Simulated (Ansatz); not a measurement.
`[NH]=[Nb]([F])([F])[F]` + NH₃ → `[NH]=[Nb]([NH2])([F])[F]` + H–F  (ligand exchange at the Nb–F bond)

Isolated molecules relaxed with PBE0-D4/def2-TZVP in Ansatz; ΔE leaves out vibrations. CBS: MP2 limit from def2 TZ/QZ plus the TZ coupled-cluster correction, frozen cores. This one scheme is used for every species. Functionals use def2-TZVPP. Elements past krypton have def2 core potentials. For Nb outer-core shells are correlated without core-valence functions, which leaves a few kJ/mol of doubt a bond. One conformer a species, not always the lowest.

```
                   species  ωB97M-V energy (Eh)
  `[NH]=[Nb]([F])([F])[F]`           -412.08817
                       NH₃            -56.55141
`[NH]=[Nb]([NH2])([F])[F]`           -368.14952
                       H–F           -100.46072
```

(1) Work out ΔE.

Largest T1 diagnostic among the species: 0.021, so the coupled-cluster value is less sure than usual.

Results:

(1) ΔE = (-368.14952) + (-100.46072) − (-412.08817) − (-56.55141) = 0.02934 Eh = +0.80 eV. CCSD(T)/CBS gives +0.66 eV.

Leaving LDA and LC-ωPBE aside and taking each functional with its dispersion term where it has one, the values, not all of them listed here, spread over 0.18 eV, from PBE-QIDH to B97M-V. LDA lies −0.11 eV from PBE without D4. From r2SCAN to r2SCAN0 (25 % exact exchange), in def2-TZVPP and without D4, ΔE moves by −0.06 eV. At CCSD(T), def2-SVP lies +0.11 eV from the extrapolated value and def2-TZVPP +0.03 eV.
